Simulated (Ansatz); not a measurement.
A further run on (MgS)4 cube (Mg4S4).

```yaml
crystal:
  periodic: [false, false, false]
  atoms:
    - {symbol: Mg, position_ang: [0.722030, -0.196427, 1.663590]}
    - {symbol: Mg, position_ang: [1.129847, 0.983517, -1.040952]}
    - {symbol: Mg, position_ang: [-1.605648, 0.855637, 0.131186]}
    - {symbol: Mg, position_ang: [-0.246228, -1.642734, -0.753821]}
    - {symbol: S, position_ang: [2.060315, -1.097944, -0.168337]}
    - {symbol: S, position_ang: [0.315935, 2.107907, 0.967281]}
    - {symbol: S, position_ang: [-1.449777, -1.262016, 1.335735]}
    - {symbol: S, position_ang: [-0.926475, 0.252051, -2.134672]}
basis:
  gaussian: {orbitals: def2-mTZVPP, final_grid: {core_spheres: 8, valence_spheres: 7, degree: 23}}
hamiltonian: {xc: {name: wB97X}}
accuracy: high
```

```sh
$ ansatz run in.yaml --threads 4 --pin off --events-out ev --progress --plain --max-ram 4787MiB
```

It prints (some lines left out):

```
Functional definition: wB97X
3452 factors; integrals over basis functions are off by at most 4.2e-9 eV
691 factors; integrals over basis functions are off by at most 1.7e-9 eV
mean field evaluation 1: about -65125.9230 eV, gradient 3.7e1 eV
mean field evaluation 2: about -65129.0764 eV, gradient 2.4e1 eV
mean field evaluation 4: about -65130.3793 eV, gradient 1.0e0 eV
mean field evaluation 8: about -65130.6055 eV, gradient 5.2e-2 eV
mean field evaluation 16: about -65130.6055 eV, gradient 1.1e-5 eV
mean field -65130.60552298 eV, -2393.5056058597 hartree, gradient 3.4e-8 eV, S^2 0.000000; 0 other end points of the search recorded, 0 dependent functions left out
reference -65130.60551837 eV, -2393.5056056900 hartree; 56, 56 occupied and 108, 108 virtual orbitals, 3452 factors
Total energy: -65130.60551837 eV, -2393.5056056900 hartree
```

It took 7.5 s on 4 threads of Arm Neoverse V2 on a shared host, peak host memory 1.2 GiB.
